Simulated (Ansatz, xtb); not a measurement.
## Relaxing a trial structure of CH4F2SiSn

The starting geometry of this gas-phase singlet was built from a drawn formula by distance geometry and a force field; its bonds are those of `F[C]1(F)[SiH2][SnH2]1`.

```xyz
9

C     1.2193   -0.7024    0.2966
F     1.3952   -1.7610    1.0951
F     0.6240   -1.0247   -0.9033
Si    0.5892    0.8013    1.1108
Sn    2.9265    0.5461    0.0667
H     0.5891    0.7101    2.5493
H    -0.2680    1.5852    0.2985
H     4.0797    0.5568    1.3378
H     3.0112    1.5825   -1.3568
```

Task: Predict what becomes of its bonds when it is optimised with r2SCAN-D4/def2-SVP.

Result: It keeps its bonds, and is `F[C]1(F)[SiH2][SnH2]1`.

The energy falls by 0.58 eV over 9 steps:

```tsv
step	E − E(last) (eV)
1	0.584
2	0.132
3	0.077
4	0.044
5	0.011
6	0.002
7	0.000
8	0.000
9	0.000
```

Final geometry (Å):

| atom | x (Å) | y (Å) | z (Å) |
| --- | --- | --- | --- |
| C | 1.2264 | -0.7270 | 0.2664 |
| F | 1.3981 | -1.8300 | 1.0385 |
| F | 0.6196 | -1.0916 | -0.8919 |
| Si | 0.5960 | 0.8872 | 1.1353 |
| Sn | 2.9313 | 0.7512 | 0.1404 |
| H | 0.3603 | 0.7491 | 2.6030 |
| H | -0.5213 | 1.5766 | 0.4251 |
| H | 4.2865 | 0.5119 | 1.1495 |
| H | 3.2692 | 1.4665 | -1.3715 |

From the same start GFN2-xTB ends elsewhere, differing in C1–Sn5 (3.17 against 2.26 Å here).

No frequencies were run, so the end isn't proven a minimum. Atoms past krypton carry core potentials, without spin–orbit terms. Run with Ansatz 0.2.0, 14 s on 2 threads of Intel(R) Xeon(R) 6975P-C (Granite Rapids), on a shared host.
